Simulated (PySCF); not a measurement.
PySCF job for K(Cl) anion (ClK), SMILES [Cl][K] (connectivity only; charge and spin as stated), charge -1, multiplicity 2, r2SCAN-D4/def2-TZVPD. Coordinates come from a r2SCAN-D4/def2-TZVPD optimisation. The multiplicity is an assumed one; other spin states were not compared.

```python
import numpy as np
from pyscf import gto, scf, dft, df
from pyscf.hessian import thermo

mol = gto.M(
    atom='''
    K     0.00000000    0.00000000   -1.34468700
    Cl    0.00000000    0.00000000    1.50288547
    ''',
    basis='def2-TZVPD',
    charge=-1,
    spin=1,
    max_memory=1600,
    verbose=3,
)
mf = dft.UKS(mol, xc='r2scan').density_fit(auxbasis='def2-universal-jkfit')
mf.disp = 'd4'
mf.grids.level = 4
mf.conv_tol = 1e-11
mf.max_cycle = 100
mf.kernel()
fine, coarse = mf.grids, dft.Grids(mol).set(level=1).build(with_non0tab=True)
for _ in range(3):  # follow internal instabilities
    mf.grids = coarse
    mo, _, stable, _ = mf.stability(return_status=True, nroots=4)
    mf.grids = fine
    if stable:
        break
    mf.kernel(mf.make_rdm1(mo, mf.mo_occ))

# [left out here: the lines that compute and print the analytic Hessian (its translational invariance restored by hand, since the grid's response is missing), thermochemistry and intensities]
```

Log of the run:

```

WARN: HOMO -0.0756317307860144 >= LUMO -0.0756317307860179


WARN: HOMO 0.0687427735615395 >= LUMO 0.0683946473932557

converged SCF energy = -1060.17052837887  <S^2> = 0.75008322  2S+1 = 2.0000832
<class 'pyscf.df.df_jk.DFUKS'> wavefunction is stable in the internal stability analysis

WARN: MGGA Hessian is sensitive to dft grids. grids.level 4 may not be dense enough.


WARN: DFTD4 does not support analytical Hessian, using finite difference.


WARN: Mole.unit (angstrom) is changed to Bohr

Mode                                 0
Irrep
Freq [cm^-1]                      210.2776
Reduced mass [au]                  37.0960
Force const [Dyne/A]                0.9664
Char temp [K]                     302.5426
Normal mode                   x     y     z
       0   K                 0.00  0.00  0.11
       1  Cl                 0.00  0.00 -0.12
temperature 298.1500 [K]
pressure 101325.00 [Pa]
Rotational constants [GHz] inf 3.35221 3.35221
Symmetry number 1
Zero-point energy (ZPE) 0.00048 [Eh]   1257.739 [J/mol]
                           tot       elec      trans        rot        vib
Entropy [J/mol/K]       247.699      5.763    162.517     70.878      8.541
Cv [J/mol/K]             28.422      0.000     12.472      8.314      7.636
Cp [J/mol/K]             36.737      0.000     20.786      8.314      7.636
Internal energy [J/mol]                      3718.434   2478.956   2688.105
Internal energy [Eh]   -1060.16714  -1060.17053
Enthalpy [J/mol]                             6197.391   2478.956   2688.105
Enthalpy [Eh]          -1060.16620
Gibbs free energy [J/mol]                  -42257.010 -18653.373    141.714
Gibbs free energy [Eh] -1060.19433
mode   freq/cm-1   IR/(km/mol)
   1      210.28        46.301
max |gradient| / (hartree/bohr): 6.11932214406439e-05
APT charges: [-0.3815 -0.6237]
```

The run converged.

Cost: around 60 core-seconds (rough).
